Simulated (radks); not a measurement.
Correlation energies from several functionals, in hartree. Species: In+ [Kr] 4d10 5s2; Li [He] 2s1; Ag [Kr] 4d10 5s1; Ca [Ar] 4s2. Calculated with a radial shooting solver on a logarithmic mesh with Libxc functionals: non-relativistic Kohn-Sham, LDA (Slater exchange, Perdew-Wang correlation), spin-polarised, spherical densities, point nucleus. Every spin shell is full or empty, so the densities are truly spherical. Functionals are evaluated on that one density, not self-consistently.

| functional | In+ | Li | Ag | Ca |
|---|---|---|---|---|
| PW92 | -4.6149 | -0.15016 | -4.4411 | -1.5762 |
| PZ | -4.6132 | -0.14953 | -4.4386 | -1.5738 |
| PBE | -2.5672 | -0.050761 | -2.4714 | -0.77263 |
| P86 | -2.9105 | -0.052176 | -2.8005 | -0.88832 |
| PW91 | -2.7745 | -0.056852 | -2.6694 | -0.84569 |
| TPSS | -2.5698 | -0.048941 | -2.4723 | -0.77813 |
| revTPSS | -2.6012 | -0.052013 | -2.5033 | -0.79815 |
| SCAN | -2.5704 | -0.045990 | -2.4770 | -0.77392 |
| r2SCAN | -2.5860 | -0.046033 | -2.4910 | -0.78132 |
| B95 | -3.1304 | -0.053623 | -2.9947 | -0.91091 |
| Tao-Mo | -2.4805 | -0.034351 | -2.3852 | -0.71602 |
